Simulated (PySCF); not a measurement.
Input of a run (PBE0-D3(BJ)/def2-SVP geometry optimisation, gas phase (PySCF 2.14.0)), started from a GFN2-xTB structure with every atom displaced at random (by about 0.01 Å):
```
{"job": {"xc": "PBE0", "basis": "def2-SVP", "d3": "d3bj", "grid": 1, "shake": 0.01, "kind": "geom"}, "charge": 0, "multiplicity": 1}
C      2.251180     0.417770     0.101730
O      0.822600     0.542750     0.022260
Ge    -0.334370    -0.820220     0.009350
Si    -2.320360     0.314620    -0.148320
H      2.666520     0.787660    -0.850430
H      2.563280    -0.575380     0.275600
H      2.597020     1.074630     0.913520
H      0.175140    -1.754480    -1.102110
H      0.037260    -1.640950     1.280200
H     -3.351050    -0.564570    -0.762190
H     -2.227950     1.520310    -0.943150
H     -2.839560     0.669590     1.194510
```

Output (energies in Eh, forces in Eh/bohr):
```
step   0  E = -2483.66658820  max force = 0.040667
step   1  E = -2483.67629121  max force = 0.007323
step   2  E = -2483.67661613  max force = 0.002299
step   3  E = -2483.67670546  max force = 0.000971
step   4  E = -2483.67686429  max force = 0.004274
step   5  E = -2483.67718360  max force = 0.010421
step   6  E = -2483.67748087  max force = 0.007578
step   7  E = -2483.67827559  max force = 0.002264
step   8  E = -2483.67836108  max force = 0.003842
step   9  E = -2483.67848614  max force = 0.001737
step  10  E = -2483.67860811  max force = 0.000928
step  11  E = -2483.67864132  max force = 0.000990
step  12  E = -2483.67867852  max force = 0.000394
step  13  E = -2483.67869543  max force = 0.000253
step  14  E = -2483.67870320  max force = 0.000210
optimisation converged
```

Task: Summarise the run.

Result: The energy falls by 0.330 eV over 15 energy and gradient evaluations, the largest force component goes from 0.0407 to 2.1e-04 Eh/bohr, and the atoms move by 0.462 Å rms after alignment. The bond that changes most is Ge3–Si4 (ends: germanium bonded to O, Si and 2 H; SiH3 silicon), which lengthens by 0.086 Å. Bonds longer at the end by more than 0.005 Å: 7 of 11; shorter: 2. Among the angles that change most is Si4–Ge3–H8, from 122.5° to 113.5°. Among the dihedrals that turn most is H6–C1–O2–Ge3, from -7° to -62°. The energy never rose by more than 1e-6 Eh on the way. The first step brought 80 % of the lowering.

Task: What are the final bond lengths?

Result: C1–O2 1.398 Å, O2–Ge3 1.789 Å, Ge3–Si4 2.378 Å, C1–H5 1.108 Å, C1–H6 1.108 Å, C1–H7 1.102 Å, Ge3–H8 1.548 Å, Ge3–H9 1.548 Å, Si4–H10 1.495 Å, Si4–H11 1.493 Å, Si4–H12 1.493 Å. Numbering counts from 1 in the input's order; the species is `C[O][GeH2][SiH3]`.

The run used 118 basis functions and 98 SCF cycles in all. Time: 85 s of wall time; peak memory 0.49 GiB. Hardware: one thread of an Arm Neoverse V1, no GPU, shared host.

PBE0-D3(BJ)/def2-SVP frequencies: not computed here. One conformer, not necessarily the lowest.
